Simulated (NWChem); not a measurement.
## Total energies of AgF

```xyz
2

Ag     0.0000     0.0000    -0.3172
F      0.0000     0.0000     1.6566
```
Charge 0, spin multiplicity 1.

Everything below was run with NWChem. The geometry was optimised at PBE0/def2-SVP with def2 effective core potentials on Ag, a minimum by its harmonic frequencies.

Basis set: def2-TZVP (71 functions).

```
method   total energy (Ha)
-------  -----------------
RHF             -245.58779
MP2             -246.14421
B2PLYP          -246.61443
PBE             -246.78243
B3LYP           -246.91689
M06-2X          -246.75357
CCSD(T)         -246.14093
```

Total energies of different functionals aren't comparable as a measure of quality: only differences taken within one method are. 

Effective core potentials replace the inner electrons of Ag; spin-orbit coupling is left out. The correlated methods keep 5 core orbitals frozen. B3LYP has NWChem's definition, with VWN1-RPA local correlation. The structure started from a generated list of species. Coupled-cluster values serve here as a point of comparison, not as the truth.
